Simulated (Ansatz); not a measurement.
Input for Ansatz (a program for electronic structure): U-B3LYP-D3(BJ)/def2-TZVP on Cl2Nb (SMILES [Cl][Nb][Cl]), 2S+1 = 4, a spin state set in the input, which need not be the lowest. Elements past Kr take the def2 small-core potentials; no spin–orbit coupling.

Ansatz 0.2 input:
```yaml
crystal:
  periodic: [false, false, false]
  atoms:
    - {symbol: Nb, position_ang: [0.00534921, 0.01244982, -0.01196551]}
    - {symbol: Cl, position_ang: [-0.16842367, 1.55661317, -1.49276586]}
    - {symbol: Cl, position_ang: [0.12990574, -1.52169139, 1.43441174]}
basis:
  gaussian:
    orbitals: def2-TZVP
hamiltonian:
  xc: b3lyp
  dispersion: d3bj
magnetization: {spin_polarized: true, initial_magnetization: 3}
relax: {f_tol: 0.005, max_steps: 120}
```

Task: Give the final energy of this run.

Result: -977.5293 hartree.

Task: How many basis functions does it have, and what does it roughly cost on one machine?

Result: 114 functions; around 100 core-seconds (rough).
